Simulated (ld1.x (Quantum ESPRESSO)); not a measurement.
## lead: one change to an RRKJ potential, before and after

```
Element                 : lead
Generator               : ld1.x (Quantum ESPRESSO) 7.5
Type                    : norm-conserving RRKJ (Kleinman–Bylander form)
Functional              : LDA (PZ)
Relativity              : scalar-relativistic
Frozen core             : [Xe] 4f14 5d10
Valence charge          : 4
Reference configuration : 6s2 6p1 (charge +1)
Partial waves           : 6s (bound): rc 1.95 bohr; 6p (bound): rc 1.90 bohr
Local potential         : all-electron potential smoothed inside 1.85 bohr (lloc = -2)
Core correction         : a·sin(br)/r model core inside 1.35 bohr
rho0                    : 0.01
```

Change: wave 6s (bound): rc 1.95 bohr becomes 6s (bound): rc 1.80 bohr.

Cutoffs: the cutoffs (Ry, on a coarse ladder) from which the occupation-weighted sum of valence levels, in a spherical-Bessel basis at the reference potential, stays within 10 and 1 mRy of its value at 400 Ry; they do not see the model core or the augmentation charge, which bear on the density cutoff. Errors are all-electron minus pseudo energies relative to the spin-unpolarised reference configuration.

Predict the effect on cutoff, ghosts and configuration errors.

The potential gets softer (35 Ry and 45 Ry → 30 Ry and 45 Ry); both files keep a bound ghost (d); of the 9 tests that both files solve, the error grows in 1 and shrinks in 0 by more than 15 % and 0.3 meV (median size 10.0 → 9.9 meV).

```csv
quantity,base,changed
"cutoff, loose",35 Ry,30 Ry
"cutoff, tight",45 Ry,45 Ry
loose cutoff by channel (10 mRy a level),"s 30 Ry, p 25 Ry","s 25 Ry, p 25 Ry"
bound ghosts,d,d
"error for 6s2 6p2, meV [ΔE -6.83 eV]",-7.6,-7.5
"error for 6s2 6p0, meV [ΔE 13.76 eV]",-48,-47
"error for 6s1 6p0, meV [ΔE 46.64 eV]",-418,-418
"error for 6s2 6p2.3, meV [ΔE -7.69 eV]",-10,-10
"error for 6s1 6p3, meV [ΔE 1.99 eV]",-6.4,-7.4
"error for 6s1 6p2, meV [ΔE 9.60 eV]",-26,-27
"error for 6s2 6p1.5, meV [ΔE -4.22 eV]",-1.9,-1.9
"error for 6s2 6p1 (spin-polarised), meV [ΔE -0.15 eV]",-2.0,-2.0
"error for 6s2 6p2 (spin-polarised), meV [ΔE -7.28 eV]",-10,-9.9
```

 A true bound ghost makes a file unfit for plane-wave use even where its test errors are small: the radial tests pick states by their node count and pass the ghost by.
